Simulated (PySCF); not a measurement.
# A small calculation by hand: oscillator strength and radiative lifetime

Bi(H)2(OMe) (CH5BiO), SMILES C[O][BiH2].

Geometry optimised at B3LYP-D3(BJ)/def2-SVP. The def2 effective core potentials stand for the cores of Bi; spin–orbit coupling is left out.

TDA-B3LYP/def2-SVPD (PySCF) puts the first singlet state with f over 0.02 at 5.46 eV (vertical), with the transition dipole (0.234, -0.703, 0.000) in atomic units.

Task: Find the oscillator strength, the wavelength and the radiative lifetime that this transition would have in vacuum if emission retraced absorption.

Result: 
|μ|² = 0.5490 au, so |μ| = 1.88 D. ΔE = 5.46/27.211 = 0.2007 hartree. f = (2/3) ΔE |μ|² = 0.073 (the program prints 0.073).
λ = 1239.84/5.46 = 227 nm; ν = 44038 cm⁻¹.
Einstein's coefficient A = 0.6670 ν² f s⁻¹ (ν in cm⁻¹) = 9.5e7 s⁻¹, so τ = 1/A = 11 ns. This state is S3; the lower singlets have f = 0.001, 0.013. The figure is the radiative limit of this one transition; relaxation, internal conversion, crossing to triplets and a medium change what is measured.
